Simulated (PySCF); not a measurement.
H₄InNO, SMILES [OH][InH][NH2]. Geometry: PBE0-D3(BJ)/def2-SVP. The def2 effective core potentials stand for the cores of In; spin–orbit coupling is left out. The values are those of a single conformer.

Level of theory: PBE0-D3(BJ)/def2-SVP (PySCF).

Harmonic wavenumbers (cm⁻¹): 136, 263, 295, 311, 429, 450, 603, 629, 735, 793, 1514, 1838, 3600, 3712, 3908. Rotational constants (GHz): 12.27, 5.348, 3.732; symmetry number 1.

Q: Work out the zero-point energy and the ideal-gas rigid-rotor harmonic-oscillator thermochemistry at 298.15 K and 1 atm.

A: ZPE = ½ Σ hcν = ½ × 19216 cm⁻¹ = 27.47 kcal/mol. H − E(el) = 31.73 kcal/mol. Entropy in cal/(mol K): translation 40.90, rotation 24.69, vibration 10.30, total 75.89. G − E(el) = 9.10 kcal/mol. Cp = 21.23 cal/(mol K). Modes under 150 cm⁻¹ make the vibrational entropy uncertain.
